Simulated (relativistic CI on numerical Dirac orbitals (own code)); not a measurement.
One change at a time: Ag II

Base calculation: Dirac-Coulomb-Breit CI, KLI orbitals optimised for each configuration, a model potential for QED, valence Slater integrals scaled by 0.85, P86 correlation energy added to each configuration.

CI space (outside the closed core [Kr]): 4d10, 4d9 5s, 4d9 5p, 4d8 5s2, 4d9 6s, 4d9 5d, 4d9 6p, 4d9 4f, 4d8 5s 5p, 4d9 6d, 4d9 5f, 4d9 5g, 4d9 6f, 4d9 6g, 4d8 5s 6s. Levels of other configurations are missing.

Variants: (1) self-excluded LDA correlation estimate; (2) valence Slater integrals scaled by 0.75; (3) only the first 3 configurations; (4) one mean potential for all configurations. Shifts of the energy above 4d10 1S_0, in cm⁻¹, for the lowest level and the first level of each name with at least 55 % of one term (blank where a level changes its place among those of its configuration and J or its character, or is not in the variant):

```tsv
Level	Base	Δ(1)	Δ(2)	Δ(3)	Δ(4)	Measured
4d10 1S_0	0.0	0.0	0.0	0.0	0.0	0.0
4d9 5s 3D_3	40089.1	+330.5	+99.5	-320.6	+863.7	39168.0
4d9 5s 3D_2	41751.1	+331.7	-6.5	-258.1	+919.5	40745.3
4d9 5s 3D_1	44473.1	+330.4	+75.2	-321.8	+974.2	43742.7
4d9 5s 1D_2	47298.0	+336.6	-336.1	+5.6	+1118.1	46049.0
4d9 5p 3P°_2	77881.4	+1026.4	+547.2	+509.9	+2970.7	80176.4
4d9 5p 3F°_3	80339.6	+1024.8	+209.6	+308.3	+3013.6	82171.7
4d9 5p 3P°_1	81032.4	+1026.8	+436.7	+485.3	+3139.3	83625.5
4d9 5p 3F°_4	81284.9	+1024.6	+208.4	+168.8	+3066.9	83669.6
4d9 5p 3F°_2	83054.1	+1025.4	+95.0	+362.6	+3152.8	85200.7
4d9 5p 3P°_0	83297.0	+1027.0	+478.5	+491.1	+3234.5	86140.1
4d9 5p 3D°_3	84128.9	+1025.8	-84.2	+633.4	+3303.6	86460.6
4d9 5p 3D°_1	87862.4	+1027.1	-128.6	+622.6	+3462.2	90334.8
4d9 5p 3D°_2	88421.3	+1026.4	-126.1	+701.2	+3477.6	90887.8
```

Correlation outside the listed configurations is missing or only estimated: errors of thousands of cm⁻¹ between configurations and terms are usual at this charge. Rates and lifetimes follow the computed energies and can be off by large factors. The fine structure of a lone outer electron comes out too small, for d and f at times inverted, and misplaced configurations move strength between like terms. 14 of the 16 excited levels that our extract of the measured tables holds in this range could be paired (the sources list more); they are missed by 1901 cm⁻¹ on average and 2843 at most, and levels without a partner can miss by more.

Measured levels: NIST Handbook of Basic Atomic Spectroscopic Data (Sansonetti and Martin, J. Phys. Chem. Ref. Data 34, 1559 (2005)).

Ionisation energy from the two ground configurations alone: base 20.9 eV; self-excluded LDA correlation estimate 21.18 eV. The NIST ASD value (measured) is 21.4844 eV. The gap of more than 2 % comes from missing correlation.

LS names give the leading component of a level, which can be under half, so a name can repeat, a term be missing and a line seem to break the LS rules.
